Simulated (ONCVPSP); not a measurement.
What one change does to a pseudopotential (Fe, ONCV)

```json
{
 "Element": "Fe",
 "Generator": "ONCVPSP 4.0.1",
 "Type": "optimised norm-conserving Vanderbilt (ONCV)",
 "Functional": "PBE",
 "Relativity": "scalar-relativistic",
 "Frozen core": "[Ne]",
 "Valence charge": "16",
 "Reference configuration": "3s2 3p6 3d6 4s2",
 "Partial waves": "3s+4s: rc 1.30 bohr, ncon 4, nbas 7, qcut 10.7 1/bohr, 2 projectors; 3p: rc 1.05 bohr, ncon 5, nbas 9, qcut 14 1/bohr, 2 projectors, debl 1.6 Ha; 3d: rc 1.00 bohr, ncon 5, nbas 10, qcut 12.7 1/bohr, 3 projectors, debl 3.8 Ha; f scattering state at 0.1 Ha: rc 1.40 bohr, ncon 4, nbas 8, qcut 7.1 1/bohr, 2 projectors, debl 0.9 Ha",
 "Local potential": "polynomial inside 0.80 bohr (lpopt 5, dvloc0 0 Ha)",
 "Core correction": "Teter function, fcfact 2.75, rcfact 1.6"
}
```

In the p channel the program set the typed energies aside and used -2.207, 0.250 Ha.

Change: s: rc 1.72.

Cutoffs: the cutoffs (Ha) at which the residual kinetic energy of the hardest occupied pseudo-wave falls to 1 and 0.1 mHa per electron; they do not see the model core or the augmentation charge, which bear on the density cutoff. Errors are all-electron minus pseudo energies relative to the spin-unpolarised reference configuration.

Problem. How do hardness, ghosts and transferability respond?

Solution. The potential gets neither clearly harder nor softer (79 Ha and 304 Ha → 79 Ha and 304 Ha); the d channel sets the loose cutoff, while the largest relative change is in s, which becomes softer; of the 4 tests that both files solve, the error grows in 3 and shrinks in 0 by more than 15 % and 0.3 meV (median size 2.7 → 3.7 meV); neither file shows a bound ghost. More of the atom is replaced by a form fitted at one configuration, so other configurations suffer.

```tsv
quantity	base	changed
cutoff, loose	79 Ha	79 Ha
cutoff, tight	304 Ha	304 Ha
loose cutoff by channel	s 36 Ha, p 61 Ha, d 79 Ha	s 20 Ha, p 61 Ha, d 79 Ha
bound ghosts	none	none
GHOST(+) flags under 300 eV	none	none
error for 3s2 3p6 3d6 4s1, meV [ΔE 8.73 eV]	-0.4	-0.6
error for 3s2 3p6 3d6 4s0, meV [ΔE 24.93 eV]	-0.4	-1.0
error for 3s2 3p6 3d5 4s0, meV [ΔE 59.16 eV]	-5.0	-6.4
error for 3s2 3p6 3d5 4s2 4p1, meV [ΔE 8.75 eV]	+6.2	+7.2
p: phases at 1.07 bohr within 0.05 rad from the reference energy up to (Ha; the scan ends near 5)	to the end of the scan	to the end of the scan
d: phases at 1.02 bohr within 0.05 rad from the reference energy up to (Ha; the scan ends near 5)	to the end of the scan	to the end of the scan
f: phases at 1.42 bohr within 0.05 rad from the reference energy up to (Ha; the scan ends near 5)	to the end of the scan	to the end of the scan
rms error of d²Exc/dni dnj with the model core, mHa	1.52	1.72
```
